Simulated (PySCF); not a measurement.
H2O4W, SMILES [O]=[W]([OH])(=[O])[OH], multiplicity 1.

Geometry optimised at r2SCAN-D4/def2-SVP. The spin state was assumed, not searched. The isomer is the one that the SMILES or the coordinates give; other isomers of the formula were not compared. The def2 effective core potentials stand for the cores of W; spin–orbit coupling is left out. The values are those of a single conformer.

Level of theory: PBE/def2-TZVP in PySCF.

Symmetry labels are those of the subgroup C2 that the program uses (full group C2).

### Question
List the valence orbital energies around the gap with their symmetry. (The exact figures need the calculation; the answer reports its results.)

### Answer

```tsv
orbital	symmetry	energy (eV)
HOMO−7	A	-10.26
HOMO−6	A	-9.84
HOMO−5	B	-9.05
HOMO−4	B	-8.70
HOMO−3	A	-8.52
HOMO−2	A	-8.08
HOMO−1	B	-8.06
HOMO	B	-7.28
LUMO	A	-2.42
LUMO+1	A	-2.15
LUMO+2	B	-1.43
LUMO+3	A	-1.27
```
